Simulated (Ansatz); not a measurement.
Two spin states of I2+, each at its own minimum; 2S+1 = 2, 4 were tried, and our sources give no spin for the ground state. No spin–orbit coupling.

Each state is the lowest solution found for its spin in def2 and cc sets.

Correlated levels freeze the inner cores; with def2 sets outer-core shells near the valence are correlated too.

Codes used: Ansatz (an electronic-structure program). Values without a source in brackets are computed. In def2 rows elements past Kr take small-core potentials, without spin–orbit coupling.

| level | energy of the multiplicity-4 state above the multiplicity-2 state (eV) |
|---|---|
| PBE/def2-TZVPP | [?] |
| wB97X-V/def2-TZVPP | 1.458 |
| CCSD/def2-TZVPP | 1.440 |
| CCSD(T)/def2-TZVPP | 1.270 |

Task: Fill in the missing entries.

Result: 
- PBE/def2-TZVPP, energy of the multiplicity-4 state above the multiplicity-2 state (eV): 1.150

Doubts at one or more of the structures used: other coupled-cluster roots lie near (CCSD/def2-TZVPP, CCSD(T)/def2-TZVPP).
